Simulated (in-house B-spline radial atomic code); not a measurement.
# RPA and G0W0 on r2SCAN0: Mg²⁺

Configuration [He] 2s2 2p6, mean-field start r2SCAN0. Computed with an all-electron radial atomic-structure program (B-spline basis): all electrons, scalar-relativistic (spin-free one-electron X2C), finite nucleus, each spin shell either full or empty, empty states to l = 9 with an (l + 1/2)⁻⁴ tail; G0W0 by contour deformation at full frequency.

Command:
```bash
python run_gw.py task.json out
```
Settings (radii: box in bohr, nucleus in fm):
```
Z                        12
electrons                10
configuration            [He] 2s2 2p6
hamiltonian              x2c
method                   r2scan0
lmax                     9
rms_radius               3.057
spin_polarised           False
box_radius               17.55
intervals                71
```

Cost of the run: 0.6 s on 1 thread of Intel(R) Xeon(R) 6975P-C (shared host).

Energies (hartree):

| term | value |
| --- | --- |
| mean-field total | -199.52316 |
| Hartree-Fock functional on these orbitals | -199.13486 |
| direct second order | -0.65981 |
| second-order exchange | 0.23417 |
| SOSEX correction | 0.21431 |

(1) What is the RPA correlation energy, and what remains with SOSEX?

Quasi-particle levels (eV):

| level | occupied | mean field | Σx - vxc | Σc | QP weight | G0W0 |
| --- | --- | --- | --- | --- | --- | --- |
| 2p | yes | -71.69 | -10.19 | ? | ? | ? |
| 2s | yes | -107.91 | -14.44 | 5.26 | 0.910 | -117.09 |
| 3s | no | -15.980 | 1.37 | -0.36 | 0.997 | -14.971 |

G0W0 = mean field + (Σx - vxc) + Σc, with Σc (partial-wave tail included) taken at the quasi-particle energy. Levels of low weight are left out.

(2) Where does G0W0 put 2p?

Results:

(1) RPA gives -0.58147 hartree (-1.58 eV per electron); RPA + SOSEX gives -0.36716, and the second-order doubles -0.42563 hartree (no singles). RPA lacks exchange-type terms and so overcorrelates at short range.

(2) At -79.98 eV, with Σc = 1.90 eV and a quasi-particle weight of 0.953. The tabulated removal energy is 80.144 eV (NIST, measured); the calculation leaves out spin-orbit coupling, Breit and QED terms, and what these don't explain is the method's own error.
